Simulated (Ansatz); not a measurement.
`Cc1cc(-c2sc(-c3sc(C#C[Si](C)(C)C)cc3C)cc2C)sc1C#C[Si](C)(C)C` with charge -1. Charge -1, multiplicity 2. Geometry r2SCAN-D4/def2-SVP, that of the neutral singlet; atoms count from 1.

```xyz
60

C    -0.967   -4.790   -1.288
C     0.161   -3.841   -1.032
C     0.004   -2.466   -0.746
C     1.195   -1.774   -0.541
C     1.349   -0.382   -0.209
S    -0.070    0.524    0.261
C     0.838    2.000    0.455
C     0.175    3.219    0.845
S    -1.530    3.415    0.544
C    -1.548    4.997    1.283
C    -2.736    5.738    1.370
C    -3.782    6.383    1.443
Si   -5.344    7.354    1.552
C    -5.880    7.442    3.350
C    -5.018    9.081    0.885
C    -6.650    6.484    0.520
C    -0.272    5.335    1.720
C     0.711    4.346    1.483
C     2.140    4.493    1.908
C     2.182    1.766    0.187
C     2.487    0.433   -0.184
C     3.875   -0.016   -0.527
S     2.553   -2.859   -0.710
C     1.508   -4.219   -1.048
C     2.052   -5.488   -1.296
C     2.531   -6.604   -1.501
Si    3.237   -8.276   -1.809
C     4.681   -8.106   -3.000
C     3.823   -9.001   -0.178
C     1.890   -9.351   -2.558
H    -1.650   -4.393   -2.055
H    -1.562   -4.951   -0.374
H    -0.592   -5.766   -1.626
H    -0.971   -1.974   -0.698
H    -6.811    8.025    3.451
H    -6.062    6.436    3.761
H    -5.109    7.926    3.973
H    -4.689    9.046   -0.166
H    -4.233    9.590    1.467
H    -5.931    9.697    0.936
H    -6.340    6.407   -0.534
H    -6.836    5.464    0.892
H    -7.603    7.037    0.555
H    -0.068    6.285    2.218
H     2.236    5.277    2.673
H     2.792    4.777    1.063
H     2.535    3.553    2.324
H     2.936    2.553    0.212
H     3.908   -0.546   -1.492
H     4.281   -0.707    0.232
H     4.553    0.847   -0.588
H     5.135   -9.090   -3.203
H     5.463   -7.450   -2.586
H     4.356   -7.676   -3.961
H     2.990   -9.094    0.537
H     4.594   -8.365    0.286
H     4.256  -10.004   -0.329
H     2.271  -10.367   -2.758
H     1.028   -9.442   -1.878
H     1.528   -8.931   -3.510
```

Single mean-field runs in def2-SVP are fitted with def2-universal-jkfit.

Estimate the Mulliken populations of the heavy atoms from the PBE0/def2-SVP orbitals of Ansatz.


| atom | charge (e) | spin (α − β) |
| --- | --- | --- |
| C1 | 0.04 | 0.00 |
| C2 | -0.05 | -0.04 |
| C3 | -0.09 | 0.08 |
| C4 | -0.09 | 0.03 |
| C5 | -0.10 | 0.09 |
| S6 | 0.06 | 0.08 |
| C7 | -0.11 | 0.10 |
| C8 | -0.11 | 0.03 |
| S9 | 0.10 | 0.07 |
| C10 | -0.19 | 0.15 |
| C11 | 0.18 | -0.05 |
| C12 | -0.48 | 0.13 |
| Si13 | 0.51 | 0.01 |
| C14 | -0.31 | 0.00 |
| C15 | -0.31 | 0.00 |
| C16 | -0.31 | 0.00 |
| C17 | 0.01 | -0.04 |
| C18 | -0.13 | 0.07 |
| C19 | 0.03 | -0.01 |
| C20 | -0.06 | 0.01 |
| C21 | -0.14 | 0.02 |
| C22 | 0.04 | 0.00 |
| S23 | 0.07 | 0.07 |
| C24 | -0.20 | 0.12 |
| C25 | 0.15 | -0.04 |
| C26 | -0.49 | 0.11 |
| Si27 | 0.51 | 0.01 |
| C28 | -0.31 | 0.00 |
| C29 | -0.31 | 0.00 |
| C30 | -0.31 | 0.00 |
Mulliken values depend strongly on the basis.

Where does the spin sit?

Summed by element: C 0.76, S 0.21, Si 0.01, H 0.01, of 1 unpaired in all. Largest on single atoms: C10 0.15, C12 0.13, C24 0.12.

And the Mayer bond orders between heavy atoms (over 0.3)?

C1–C2 1.10 (1.50 Å); C2–C3 1.36 (1.41 Å); C2–C24 1.41 (1.40 Å); C3–C4 1.36 (1.39 Å); C4–C5 1.26 (1.44 Å); C4–S23 1.08 (1.75 Å); C5–S6 1.07 (1.75 Å); C5–C21 1.39 (1.40 Å); S6–C7 1.07 (1.74 Å); C7–C8 1.23 (1.44 Å); C7–C20 1.38 (1.39 Å); C8–S9 1.09 (1.74 Å); C8–C18 1.41 (1.40 Å); S9–C10 1.04 (1.75 Å); C10–C11 1.09 (1.40 Å); C10–C17 1.39 (1.39 Å); C11–C12 2.62 (1.23 Å); C12–Si13 0.92 (1.84 Å); Si13–C14 1.00 (1.88 Å); Si13–C15 1.00 (1.88 Å); Si13–C16 1.01 (1.88 Å); C17–C18 1.36 (1.41 Å); C18–C19 1.10 (1.50 Å); C20–C21 1.37 (1.42 Å); C21–C22 1.10 (1.50 Å); S23–C24 1.03 (1.75 Å); C24–C25 1.08 (1.40 Å); C25–C26 2.62 (1.23 Å); C26–Si27 0.92 (1.84 Å); Si27–C28 1.01 (1.88 Å); Si27–C29 1.00 (1.88 Å); Si27–C30 1.01 (1.88 Å).
